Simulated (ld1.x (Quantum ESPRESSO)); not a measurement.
# Reading a pseudo-wave (K (Z = 19))

Columns: radius, all-electron u(r) and pseudo u(r) of the 4p shell (level -0.80 eV) of potassium in the configuration [Ar] 4s1 4p0; PBE, scalar-relativistic, TM semilocal scheme, ld1.x (Quantum ESPRESSO) 7.5.

```tsv
r (bohr)	all-electron	pseudo
0.200	0.0714	0.0022
0.400	0.0185	0.0087
0.600	-0.0630	0.0187
0.800	-0.1152	0.0312
1.000	-0.1320	0.0449
1.200	-0.1216	0.0587
1.400	-0.0940	0.0719
1.600	-0.0571	0.0842
1.800	-0.0161	0.0963
2.000	0.0258	0.1087
2.200	0.0668	0.1228
2.400	0.1058	0.1396
2.600	0.1425	0.1597
2.800	0.1765	0.1833
3.000	0.2077	0.2095
3.200	0.2362	0.2364
3.400	0.2621	0.2621
3.600	0.2857	0.2857
3.800	0.3071	0.3071
4.000	0.3262	0.3262
4.200	0.3431	0.3431
4.400	0.3577	0.3577
4.600	0.3700	0.3700
4.800	0.3801	0.3801
5.000	0.3879	0.3879
5.200	0.3936	0.3936
```

How many radial nodes do the two functions have?

The all-electron 4p function has n − l − 1 = 2; the pseudo-wave has 0, since the states of the same l below it are removed with the core.

At about which radius was the pseudo-wave matched?

3.50 bohr. The columns agree to 0.0005 from 3.20 bohr on; several derivatives are matched, so the curves merge somewhat inside the radius.

Is the pseudo-wave norm-conserving?

Yes: the TM semilocal scheme keeps the norm inside the radius equal to the all-electron one, which fixes the energy derivative of the logarithmic derivative at the level.
